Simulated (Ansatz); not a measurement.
C2H6SiTe, SMILES `C=C([SiH3])[TeH]`, relaxed with RKS PBE-D4/def2-SVP in the Gaussian-basis code of Ansatz from a rough embedded geometry. The force threshold is 0.03 eV/Å; the program also tests the step.

Charge 0, multiplicity 1. Te takes the def2 core potential.

Start:

```xyz
10

C    -0.212    1.235    0.819
C     0.046    0.048    0.444
Si   -0.629   -0.570   -1.154
Te    1.245   -1.290    1.693
H     0.226    1.666    1.764
H    -0.806    1.971    0.246
H    -0.223   -2.020   -1.316
H    -0.132    0.189   -2.224
H    -2.150   -0.529   -1.082
H     2.634   -0.700    0.810
```

```csv
step,energy (eV),largest force (eV/Å),largest move (Å)
1,-17329.5308,4.684,0.000
2,-17329.8382,1.656,0.195
3,-17329.8847,1.367,0.168
4,-17329.9702,0.214,0.164
5,-17329.9908,0.123,0.174
6,-17330.0166,0.219,0.200
7,-17330.0541,0.099,0.200
8,-17330.0542,0.597,0.172
9,-17330.0685,0.490,0.191
10,-17330.1205,0.073,0.200
11,-17330.1261,0.063,0.121
12,-17330.1272,0.118,0.100
13,-17330.1279,0.067,0.026
14 (rejected),-17330.1274,0.197,0.069
15,-17330.1285,0.041,0.032
16,-17330.1289,0.031,0.028
17,-17330.1289,0.051,0.090
18,-17330.1290,0.038,0.046
19,-17330.1291,0.016,0.007
```

End:

```xyz
10

C    -0.507    1.256    1.084
C     0.136    0.226    0.492
Si   -0.476   -0.599   -1.086
Te    1.858   -0.644    1.434
H    -0.158    1.740    2.014
H    -1.435    1.661    0.644
H    -0.883   -2.022   -0.815
H     0.626   -0.616   -2.112
H    -1.652    0.173   -1.624
H     2.491   -1.176   -0.032
```

Run time 20 s (4 threads of an Arm Neoverse V2 on a shared host); peak host memory 0.15 GiB.
